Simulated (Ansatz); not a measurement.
`N=[CH][Al]1[CH2][CH2]1` → `C=C1[CH2][AlH][NH]1`  (isomerisation)

Isolated molecules relaxed with PBE0-D4/def2-TZVP in Ansatz; ΔE leaves out vibrations. CCSD(T)/CBS is the MP2 limit (def2-TZVPP, def2-QZVPP) plus CCSD(T) − MP2 in def2-TZVPP, frozen cores. Functionals use def2-TZVPP. B3LYP here is the variant with VWN-RPA as its local correlation; programs differ in this. One conformer a species, not always the lowest.

```json
{"level": "r2SCAN-D4", "ΔE (kJ/mol)": "-223.8", "difference from CCSD(T)/CBS": "-5.4"}
{"level": "B3LYP-D4", "ΔE (kJ/mol)": "-219.8", "difference from CCSD(T)/CBS": "-1.4"}
{"level": "ωB97M-V", "ΔE (kJ/mol)": "-218.8", "difference from CCSD(T)/CBS": "-0.4"}
{"level": "B2PLYP", "ΔE (kJ/mol)": "-217.7", "difference from CCSD(T)/CBS": "0.7"}
{"level": "r2SCAN", "ΔE (kJ/mol)": "-223.0", "difference from CCSD(T)/CBS": "-4.6"}
{"level": "SCS-MP2/def2-TZVPP", "ΔE (kJ/mol)": "-219.9", "difference from CCSD(T)/CBS": "-1.5"}
{"level": "HF/def2-QZVPP", "ΔE (kJ/mol)": "-227.7", "difference from CCSD(T)/CBS": "-9.3"}
{"level": "MP2/def2-QZVPP", "ΔE (kJ/mol)": "-228.7", "difference from CCSD(T)/CBS": "-10.3"}
{"level": "HF/CBS(def2)", "ΔE (kJ/mol)": "-227.8", "difference from CCSD(T)/CBS": "-9.4"}
{"level": "MP2/CBS(def2)", "ΔE (kJ/mol)": "-229.9", "difference from CCSD(T)/CBS": "-11.5"}
{"level": "CCSD(T)/CBS", "ΔE (kJ/mol)": "-218.4", "difference from CCSD(T)/CBS": "0"}
```

Largest T1 diagnostic among the species: 0.013.

From PBE to PBE0 (25 % exact exchange), in def2-TZVPP and without D4, ΔE moves by −10.9 kJ/mol. The D4 term adds −6.4 kJ/mol with B3LYP and −3.2 kJ/mol with PBE0; it sums over pairs of atoms, weighted by their polarisabilities, and B3LYP, whose exchange is more repulsive, gets the larger term.
